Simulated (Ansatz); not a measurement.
System: sum formula AlClF2, net charge 0, singlet state. 
Coordinates optimised at B3LYP-D3(BJ)/def2-TZVP (Ansatz, a first-principles code):
```xyz
4

F     -1.2760    -1.3874     0.0091
Al    -0.4205     0.0071     0.0035
F     -1.2286     1.4295     0.0116
Cl     1.6475    -0.0277    -0.0136
```

PBE beside other levels, property by property. Correlated levels leave the core frozen unless marked. UHF or UKS for open shells. No spin-orbit coupling. No relativistic terms. CBS(X,Y): correlation extrapolated as X^-3; Hartree-Fock from the larger set (for Q and 5 zeta extrapolated as (X+1)exp(-9√X)). Atomisation energies are electronic, to ground-state atoms; the column to compare with has the core term from cc-pwCVTZ added, other frozen-core levels have none. Vertical energies are electronic, to the SCF solution reached for that spin. The coupled-cluster column (Ansatz) is a level with limits of its own: (a) CCSD(T)/CBS(aug-cc-pV(T+d)Z,aug-cc-pV(Q+d)Z); (b) CCSD(T)/CBS(cc-pV(Q+d)Z,cc-pV(5+d)Z).

```
property                                        r2SCAN/def2-TZVPD (Ansatz)  r2SCAN-D4/def2-TZVPD (Ansatz + dftd4)  CCSD(T)/aug-cc-pV(T+d)Z (Ansatz)  coupled cluster
----------------------------------------------  --------------------------  -------------------------------------  --------------------------------  ---------------
atomisation energy (kcal/mol)                                        387.5                                  387.9                             379.8        391.5 (b)
vertical triplet-singlet gap (eV)                                     6.79                                   6.79                              7.31         7.45 (a)
vertical ionisation energy to the doublet (eV)                       12.47                                  12.47                             12.79        12.97 (a)
```

Task: What does PBE/def2-TZVPD (Ansatz) give for each property, and on which side of coupled cluster does it fall?

Result: 
- atomisation energy: PBE lies 6.2 kcal/mol below coupled cluster; PBE gives 385.3 kcal/mol.
- vertical triplet-singlet gap: PBE lies 1.09 eV below coupled cluster; PBE gives 6.36 eV.
- vertical ionisation energy to the doublet: PBE lies 0.74 eV below coupled cluster; PBE gives 12.23 eV.
